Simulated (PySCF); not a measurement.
**Excitation energy of O²⁺ by level of theory**

O²⁺ [He] 2s2 2p2 (3P) → O²⁺ [He] 2s2 2p1 3s1 (3P), as a difference of total energies. Calculation: PySCF 2.14, in aug-cc-pVDZ (4s3p2d, 23 functions); no relativity, point nucleus. Correlated levels: valence: 1s2 frozen. The calculations carry no spin-orbit coupling.

```csv
method,excitation energy (eV)
UHF,33.596
LDA,33.842
r2SCAN,34.323
wB97M-V,33.596
BP86,33.762
PW91,33.839
M06-2X,33.729
MP2 (valence),33.445
SCS-MP2 (valence),33.371
```

Estimate what PBE gives.

33.724 eV, closest to M06-2X among the rows shown.

Estimate what PBE0 gives.

33.835 eV, closest to PW91 among the rows shown.

The promoted electron is Rydberg-like, and one or two diffuse shells describe it only roughly, which tends to raise the upper state.
